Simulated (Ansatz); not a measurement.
`[CH3][AlH][B](C)F` → `C[BH][Al]([CH3])[F]`  (isomerisation)

Program: Ansatz. Geometries: PBE0-D4/def2-TZVP. ΔE: electronic, gas phase. CBS: MP2 limit from def2 TZ/QZ plus the TZ coupled-cluster correction, frozen cores. One conformer a species, not always the lowest.

```tsv
species	CCSD(T)/CBS(def2) energy (Eh)
`[CH3][AlH][B](C)F`	-446.96196
`C[BH][Al]([CH3])[F]`	-446.98354
```

**Question.** Work out ΔE.

**Answer.** ΔE = (-446.98354) − (-446.96196) = -0.02158 Eh = -56.7 kJ/mol.

Largest T1 diagnostic among the species: 0.012.
